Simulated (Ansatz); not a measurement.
1CB, `Cc1ccc(-c2ccc(C#N)cc2)cc1` was relaxed with PBE-D4 (def2-SVP) in Ansatz in these states: charge -1 doublet, neutral singlet. The geometries follow in no particular order.

A:

```
atom   x (Å)   y (Å)   z (Å)
  C1  -0.693  -0.806   4.623
  C2  -0.453  -0.530   3.162
  C3  -1.029   0.581   2.499
  C4  -0.837   0.818   1.138
  C5  -0.042  -0.047   0.311
  C6   0.164   0.192  -1.104
  C7  -0.310   1.380  -1.768
  C8  -0.116   1.616  -3.118
  C9   0.576   0.673  -3.953
 C10   0.775   0.906  -5.333
 N11   0.944   1.102  -6.491
 C12   1.053  -0.521  -3.310
 C13   0.855  -0.742  -1.958
 C14   0.540  -1.165   1.001
 C15   0.340  -1.392   2.361
 H16   0.238  -1.110   5.151
 H17  -1.093   0.088   5.145
 H18  -1.427  -1.631   4.794
 H19  -1.657   1.282   3.078
 H20  -1.324   1.698   0.692
 H21  -0.836   2.151  -1.184
 H22  -0.493   2.548  -3.569
 H23   1.583  -1.274  -3.914
 H24   1.235  -1.683  -1.532
 H25   1.183  -1.866   0.448
 H26   0.823  -2.268   2.830
```

B:

```csv
atom,x (Å),y (Å),z (Å)
C1,0.920,-1.663,4.305
C2,0.638,-1.148,2.918
C3,1.567,-0.339,2.232
C4,1.293,0.162,0.954
C5,0.070,-0.122,0.307
C6,-0.223,0.406,-1.046
C7,0.807,0.581,-2.000
C8,0.538,1.077,-3.277
C9,-0.785,1.419,-3.642
C10,-1.069,1.930,-4.950
N11,-1.303,2.350,-6.022
C12,-1.826,1.249,-2.698
C13,-1.542,0.751,-1.425
C14,-0.863,-0.933,0.994
C15,-0.582,-1.436,2.268
H16,0.537,-2.694,4.444
H17,2.004,-1.664,4.531
H18,0.425,-1.030,5.073
H19,2.526,-0.092,2.716
H20,2.032,0.812,0.461
H21,1.837,0.291,-1.744
H22,1.350,1.200,-4.009
H23,-2.855,1.521,-2.973
H24,-2.358,0.652,-0.694
H25,-1.811,-1.204,0.505
H26,-1.325,-2.075,2.772
```

Judge from the bond lengths which geometry belongs to which state (an estimate).

A is the charge -1 doublet (C5–C6 1.450 Å, C6–C7 1.441 Å, C6–C13 1.441 Å); B is the neutral singlet (C5–C6 1.481 Å, C6–C7 1.415 Å, C6–C13 1.415 Å).

At PBE-D4/def2-SVP the highest occupied level of the relaxed charge -1 doublet lies above zero (up to 1.24 eV). By energy differences its removal costs 0.71 eV (each at its own geometry, to the charge 0 singlet, at PBE-D4/def2-SVP); self-interaction error and the lack of diffuse functions both raise the level.
